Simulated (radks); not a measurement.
Problem. These are the eigenvalues of the occupied orbitals of an atom or ion with whole-number occupations (eV). All-electron calculation, scalar-relativistic Kohn-Sham, SCAN, spin-unpolarised, spherical densities, finite nucleus; meta-GGA in the generalised Kohn-Sham scheme; Fermi nuclear charge, rms radius of each element as measured or else 0.836 A^(1/3) + 0.57 fm. Program: a radial shooting solver on a logarithmic mesh with Libxc functionals.

orbital  eigenvalue
1s        -18914.82
2s        -2714.716
2p        -2427.887
3s        -511.6854
3p        -416.9237
3d        -262.9824
4s        -120.8634
4p         -94.8678

Which element is it, and in what charge state? The configuration may be excited.

Solution. Z = 41, niobium, charge +5: Nb5+ in [Kr]. The list shows which subshells hold electrons but not how many an open one holds; the 1s level, -695.11 hartree, gives Z - s = 37.3 by -(Z - s)^2/2, which with screening and relativity narrows Z to a few neighbours, and the depths of the outer levels then fix element, charge and occupations together.
